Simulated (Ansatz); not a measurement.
Isolated molecules relaxed with PBE0-D4/def2-TZVP in Ansatz; ΔE leaves out vibrations. CCSD(T)/CBS is the MP2 limit (def2-TZVPP, def2-QZVPP) plus CCSD(T) − MP2 in def2-TZVPP, frozen cores. Functionals use def2-TZVPP. def2 core potentials past Kr. For Br, Sn outer-core shells are correlated without core-valence functions, which leaves a few kJ/mol of doubt a bond. Scalar relativity is left out up to krypton. One conformer a species, not always the lowest.

Reaction (substitution at a C–Sn bond): `F[CH](F)[SnH2][SH]` + HBr → `FC(F)Br` + `[SH][SnH3]`

```tsv
level	ΔE (kcal/mol)	difference from CCSD(T)/CBS
PBE0-D4	1.5	-2.0
ωB97X-V	1.9	-1.6
B2PLYP	1.9	-1.6
r2SCAN	1.0	-2.5
PBE0	0.9	-2.6
CCSD/def2-TZVPP	2.4	-1.1
CCSD(T)/def2-TZVPP	2.4	-1.1
SCS-MP2/def2-QZVPP	2.6	-0.9
HF/CBS(def2)	0.4	-3.1
MP2/CBS(def2)	3.2	-0.3
CCSD(T)/CBS	3.5	0
```

Largest T1 diagnostic among the species: 0.013.

The D4 term adds +0.9 kcal/mol with B3LYP and +0.6 kcal/mol with PBE0; it sums over pairs of atoms, weighted by their polarisabilities, and B3LYP, whose exchange is more repulsive, gets the larger term. In def2-TZVPP, CCSD(T) changes the Hartree–Fock value by +2.0 kcal/mol (the triples alone add −0.0 kcal/mol) and MP2 by +1.8 kcal/mol.

B3LYP here is the variant with VWN-RPA as its local correlation; programs differ in this.
